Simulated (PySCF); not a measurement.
# Fractional electron number in F⁺ (fluorine, charge +1)

The 2p beta orbital of [He] 2s2 2p4 is emptied in steps (occupation f), with all orbitals relaxed, ending at [He] 2s2 2p3. All numbers are calculated (PySCF 2.14, scalar relativity by spin-free X2C-1e, in x2c-TZVPall (5s3p2d1f, 31 functions)). The exact energy is a straight line in f; departures are measured from the line between the end points of the same method.

| f | UHF (eV) | LDA (eV) | PBE (eV) | PBE0 (eV) | r2SCAN (eV) | LC-wPBE (eV) | BHandHLYP (eV) | wB97X (eV) | M06-2X (eV) | r2SCAN0 (eV) |
| --- | --- | --- | --- | --- | --- | --- | --- | --- | --- | --- |
| 1 | 0.000 | 0.000 | 0.000 | 0.000 | 0.000 | 0.000 | 0.000 | 0.000 | 0.000 | 0.000 |
| 0.75 | 0.402 | -1.716 | -1.688 | -1.169 | -1.505 | -0.674 | -0.673 | -0.677 | -0.715 | -1.036 |
| 0.5 | 0.512 | -2.296 | -2.250 | -1.556 | -1.987 | -0.892 | -0.907 | -0.894 | -1.005 | -1.368 |
| 0.25 | 0.368 | -1.724 | -1.680 | -1.159 | -1.473 | -0.657 | -0.687 | -0.654 | -0.789 | -1.014 |
| 0 | 0.000 | 0.000 | 0.000 | 0.000 | 0.000 | 0.000 | 0.000 | 0.000 | 0.000 | 0.000 |

Question: For r2SCAN, how does the orbital energy at f = 1 compare with the removal energy?

Answer: −ε = 27.020 eV against a total-energy difference of 35.102 eV. By Janak's theorem ε = ∂E/∂f, so the gap between them reflects the curvature. Along the path −ε is 31.143 (f = 0.75), 35.183 (f = 0.5), 39.106 (f = 0.25) eV.

```tsv
method	E(f=0) − E(f=1) (eV)	−ε at f=1 (eV)	−ε at f=0.5 (eV)
UHF	33.395	35.644	33.307
LDA	35.245	26.149	35.221
PBE	35.408	26.432	35.426
PBE0	35.243	29.016	35.267
r2SCAN	35.102	27.020	35.183
LC-wPBE	35.549	31.955	35.591
BHandHLYP	35.182	31.635	35.144
wB97X	35.146	31.525	35.203
M06-2X	34.978	31.330	34.761
r2SCAN0	35.006	29.433	35.064
```

Reference removal energy between the ground levels: 34.971 eV (measured; NIST Atomic Spectra Database, ionization energies). The calculation has no spin-orbit coupling. UHF lacks correlation.
